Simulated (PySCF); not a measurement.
H4O, charge +2. Atoms are numbered in the order given.

```xyz
5

O      0.0000     0.0000     0.0000
H     -0.6029     0.6029    -0.6029
H      0.6029     0.6029     0.6029
H      0.6029    -0.6029    -0.6029
H     -0.6029    -0.6029     0.6029
```
Charge +2, spin multiplicity 1.

Geometry optimised at r2SCAN-D4/def2-TZVPD.

All values below come from r2SCAN/def2-TZVPD in PySCF.

Symmetry labels are those of the subgroup D2 that the program uses (full group Td).

Task: List the valence orbital energies around the gap with their symmetry. (The exact figures need the calculation; the answer reports its results.)

Result: 
```
orbital  symmetry  energy (eV)
-------  --------  -----------
HOMO−4          A      -539.36
HOMO−3          A       -49.37
HOMO−2         B1       -34.23
HOMO−1         B3       -34.23
HOMO           B2       -34.23
LUMO            A       -15.95
LUMO+1         B1       -13.59
LUMO+2         B2       -13.59
LUMO+3         B3       -13.59
```
